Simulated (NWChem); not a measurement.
# C2H4ClFSi; SMILES [SiH3]/C(F)=C/Cl

```xyz
9

F     -1.5114    -0.1790     0.0000
C     -0.1726    -0.3917     0.0000
Si     0.3348    -2.2059     0.0000
C      0.6671     0.6480     0.0000
Cl     0.1414     2.3040     0.0000
H     -0.2087    -2.8742     1.2091
H     -0.2087    -2.8742    -1.2091
H      1.8182    -2.2639     0.0000
H      1.7414     0.5151     0.0000
```
Atoms are numbered in this order, from 1.

All runs: NWChem. Pople sets run with spherical d functions. All runs use the structure optimised with B3LYP/6-31G* (spherical d). Level: B3LYP/6-31G* with SMD (1 M gas to 1 M solution), gas-phase geometry. Reactions with the solvent are ignored.

Problem. What does the run give for solvent toluene? Quantities: solvation free energy (kcal/mol); cavity-dispersion-structure term (kcal/mol); dipole in solution (D).

Solution. 
```yaml
solvation free energy (kcal/mol): -2.1
cavity-dispersion-structure term (kcal/mol): -0.6
dipole in solution (D): 2.48
```
